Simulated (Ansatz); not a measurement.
Dissociation curve of MgH, doublet.

Methods: ROHF/cc-pVTZ (Ansatz, an electronic-structure program); ROMP2 = MP2 on ROHF/cc-pVTZ, frozen core (Ansatz); ROCCSD = CCSD on ROHF/cc-pVTZ, frozen core run with Ansatz; UHF/cc-pVTZ (Ansatz); UMP2 = MP2 on UHF/cc-pVTZ, frozen core (Ansatz); UCCSD = Ansatz with CCSD on UHF/cc-pVTZ, frozen core; UCCSD(T) = CCSD(T) on UHF/cc-pVTZ, frozen core (Ansatz); UKS-BLYP = Ansatz with unrestricted BLYP/cc-pVTZ; UKS-PBE0 = unrestricted PBE0/cc-pVTZ (Ansatz); UKS-PBE = unrestricted PBE/cc-pVTZ in Ansatz; FCI = Ansatz with full CI/cc-pVTZ, frozen core.

All curves are set to zero at 1.74 Å and compared with full CI in the same basis at 1.74, 1.79, 1.84, 1.91, 1.98, 2.13, 2.40, 2.63, 2.92, 3.16, 3.48, 3.81, 4.22, 4.76, 5.30, 6.00, 6.86 Å.

Question: Order the methods by the spread of their error (largest minus smallest) over these points.

Answer: UCCSD(T) has the smallest spread and ROHF the largest. In order (mEh): UCCSD(T) 0.26, UCCSD 0.81, ROCCSD 1.68, UKS-PBE0 2.89, UKS-PBE 5.24, UMP2 6.53, UKS-BLYP 7.38, UHF 8.90, ROMP2 9.48, ROHF 17.42.

Errors against full CI at some of the points (mEh):

```json
[
 {"method": "UCCSD(T)", "2.13 Å": "0.1", "2.63 Å": "0.0", "3.48 Å": "-0.1", "4.22 Å": "-0.2", "6.86 Å": "-0.2"},
 {"method": "UCCSD", "2.13 Å": "0.1", "2.63 Å": "-0.1", "3.48 Å": "-0.5", "4.22 Å": "-0.6", "6.86 Å": "-0.7"},
 {"method": "ROCCSD", "2.13 Å": "0.4", "2.63 Å": "0.3", "3.48 Å": "-0.6", "4.22 Å": "-0.7", "6.86 Å": "-0.8"},
 {"method": "UKS-PBE0", "2.13 Å": "-0.5", "2.63 Å": "-1.6", "3.48 Å": "0.8", "4.22 Å": "1.2", "6.86 Å": "1.3"},
 {"method": "UKS-PBE", "2.13 Å": "-2.2", "2.63 Å": "-4.6", "3.48 Å": "-0.4", "4.22 Å": "0.4", "6.86 Å": "0.6"},
 {"method": "UMP2", "2.13 Å": "2.8", "2.63 Å": "6.0", "3.48 Å": "1.0", "4.22 Å": "-0.4", "6.86 Å": "-0.5"},
 {"method": "UKS-BLYP", "2.13 Å": "-2.7", "2.63 Å": "-6.6", "3.48 Å": "-2.3", "4.22 Å": "0.4", "6.86 Å": "0.7"},
 {"method": "UHF", "2.13 Å": "1.2", "2.63 Å": "-2.2", "3.48 Å": "-6.9", "4.22 Å": "-7.4", "6.86 Å": "-7.7"},
 {"method": "ROMP2", "2.13 Å": "2.9", "2.63 Å": "8.6", "3.48 Å": "-0.2", "4.22 Å": "-0.8", "6.86 Å": "-0.9"},
 {"method": "ROHF", "2.13 Å": "3.5", "2.63 Å": "6.9", "3.48 Å": "-7.2", "4.22 Å": "-8.5", "6.86 Å": "-8.8"}
]
```

The T1 diagnostic of CCSD on the restricted reference of ROMP2, ROCCSD exceeds 0.045 at 1.98 to 3.16 Å. The unrestricted determinant behind UHF, UMP2, UCCSD, UCCSD(T) is spin-contaminated at 2.40 to 3.16 Å (<S²> up to 0.9, against 0.75 for a pure doublet).
